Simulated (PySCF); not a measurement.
ClI, SMILES ClI.

Geometry: B3LYP-D3(BJ)/def2-TZVP. The def2 effective core potentials stand for the cores of I; spin–orbit coupling is left out.

Two levels are set side by side: TDDFT-PBE/def2-TZVPD (PySCF) and TDDFT-PBE0/def2-TZVPD (PySCF). Vertical, same geometry. The lowest singlet is HOMO→LUMO 100 % with PBE and HOMO−1→LUMO 100 % with the other functional; states are paired by order. Differences are taken from unrounded values.

| quantity | TDDFT-PBE0 | TDDFT-PBE | TDDFT-PBE minus TDDFT-PBE0 |
|---|---|---|---|
| lowest singlet excitation (eV) | 2.62 | 2.46 | -0.16 |
| lowest triplet excitation (TDA) (eV) | 1.91 | 1.79 | -0.11 |
| first bright state (f over 0.05) (eV) | 7.17 | 6.65 | -0.52 |
| its oscillator strength | 0.07 | 0.05 | -0.02 |

Functionals without exact exchange tend to place singlet excitations lower, as here. Differences between two approximate levels are no errors against the true value.

Rough cost on one machine, each run with all the roots and properties that it gave: TDDFT-PBE0 against TDDFT-PBE about 3 times.
